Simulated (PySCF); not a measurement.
# Calculated NMR data

[PySCF 2.14: geometry: GFN2-xTB; shieldings: GIAO PBE0/pcSseg-1; no solvent; fast rotation and ring inversion assumed for equivalent nuclei; a single conformation; relativity neglected]

Scale: TMS for $^{1}$H (31.72 ppm), $^{13}$C (186.93 ppm) (reference shieldings calculated alike). Where no couplings were computed, multiplicities follow the n + 1 count of equivalent neighbours, and m marks all less simple cases (inequivalent or close neighbours, rings, F or P nearby). Shifts are as computed. Against solution values, carbons near 30 ppm lie about +3 ppm off and those near 130 ppm about +5 ppm. Of 1211 compounds with measured shifts, 218 miss one by over three times the rms of a fit or turn the order of signals round; such compounds aren't used in these exercises. OH and NH positions are gas-phase values without hydrogen bonding to other molecules.

**1.** `CCO[Si@H]1C[C@H](C#N)C1`, C₆H₁₁NOSi. $^{1}$H NMR (600 MHz, computed): δ 5.69 (m, 1H), 4.00 (q, 2H), 2.87 (m, 1H), 2.13 (m, 2H), 1.79 (m, 2H), 1.38 (t, 3H). $^{13}$C{$^{1}$H} NMR (computed): δ 130.4 (C), 63.9 (CH2), 29.1 (CH2), 20.6 (CH3), 14.8 (CH).

**2.** SMILES CCCO[SiH2]/C=C/C#N, C₆H₁₁NOSi. $^{1}$H NMR (600 MHz, computed): δ 6.97 (m, 1H), 6.24 (d, 1H), 5.19 (d, 2H), 3.82 (t, 2H), 1.83 (m, 2H), 0.97 (t, 3H). $^{13}$C{$^{1}$H} NMR (computed): δ 159.1, 124.5, 122.7, 70.2, 30.3, 11.0.

**3.** `InChI=1S/C6H11NOSi/c7-2-1-6-5-9-4-3-8-6/h3-5H,1-2,7,9H2`. $^{1}$H NMR (600 MHz, computed): δ 7.28 (d, 1H), 5.10 (m, 1H), 4.90 (m, 2H), 4.89 (m, 1H), 2.95 (t, 2H), 2.13 (t, 2H), 0.55 (br s, 2H). $^{13}$C{$^{1}$H} NMR (computed): δ 171.7 (C), 161.4 (CH), 97.7 (CH), 93.5 (CH), 54.1 (CH2), 50.1 (CH2).
